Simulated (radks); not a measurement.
Results of a calculation; reference values are marked as such.
Effect of the nuclear size on the neon ion Ne+, [He] 2s2 2p5. Code: a radial shooting solver on a logarithmic mesh with Libxc functionals. Model: Dirac Kohn-Sham, LDA (Slater exchange, Perdew-Wang correlation), spin-unpolarised, spherical densities, finite nucleus; open shells are shared between the two j in proportion to 2j + 1; Fermi nuclear charge, rms radius 3.0055 fm. The rms radius is varied about that value; shifts are against it.

\begin{tabular}{lrrr}
rms radius (fm) & total energy shift (eV) & density at nucleus (e/bohr^3) & 1s1/2 shift (meV) \\ \hline
2.6899 & -0.000235 & 642.5 & -0.096 \\
2.8372 & -0.000128 & 642.3 & -0.053 \\
3.0055 & 0 & 642 & 0.000 \\
3.252 & 0.000201 & 641.6 & 0.082 \\
3.6727 & 0.000581 & 641.1 & 0.238 \\
\end{tabular}

Slopes of the eigenvalues against <r^2> in GHz/fm^2, as finite differences over the two radii next to the reference (eigenvalue slopes, not the field-shift constants of lines): 1s1/2 12.9.
